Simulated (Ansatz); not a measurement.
Program: Ansatz. Geometries: PBE0-D4/def2-TZVP. ΔE: electronic, gas phase. CCSD(T)/CBS is the MP2 limit (def2-TZVPP, def2-QZVPP) plus CCSD(T) − MP2 in def2-TZVPP, frozen cores. This one scheme is used for every species. DFT in def2-TZVPP. B3LYP here is the variant with VWN-RPA as its local correlation; programs differ in this. HSE06 is defined as in plane-wave codes. For Br outer-core shells are correlated without core-valence functions, which leaves a few kJ/mol of doubt a bond. Scalar relativity is left out up to krypton. Each species was taken in one conformer, which may not be the lowest.

Reaction (ligand exchange at the Al–F bond): `C[O][AlH][F]` + HBr → `C[O][AlH][Br]` + H–F

(1) Is it downhill or uphill in electronic energy at CCSD(T)/CBS, and by how much? (Estimate.)

(2) What do these levels give: BLYP-D4, r2SCANh-D4, CAM-B3LYP-D4, PBE-QIDH, r2SCAN, B3LYP, HSE06, HF/def2-SVP, HF/def2-TZVPP, CCSD/def2-TZVPP, CCSD(T)/def2-TZVPP, CCSD/CBS(def2)? (Estimate.)

Largest T1 diagnostic among the species: 0.013.

Answers

(1) The calculation gave: Uphill: ΔE = +4.1 kcal/mol.

(2) The calculation gave: BLYP-D4 7.2, r2SCANh-D4 4.7, CAM-B3LYP-D4 7.2, PBE-QIDH 3.4, r2SCAN 5.3, B3LYP 7.4, HSE06 3.7, HF/def2-SVP 6.1, HF/def2-TZVPP 5.4, CCSD/def2-TZVPP 5.4, CCSD(T)/def2-TZVPP 5.1, CCSD/CBS(def2) 4.5 kcal/mol.

Leaving LDA and LC-ωPBE aside and taking each functional with its dispersion term where it has one, the values, not all of them listed here, spread over 4.2 kcal/mol, from HSE06-D4 to CAM-B3LYP-D4. At CCSD(T), def2-SVP lies +3.2 kcal/mol from the extrapolated value and def2-TZVPP +0.9 kcal/mol. From BLYP to BHLYP (50 % exact exchange), in def2-TZVPP and without D4, ΔE moves by −2.1 kcal/mol.
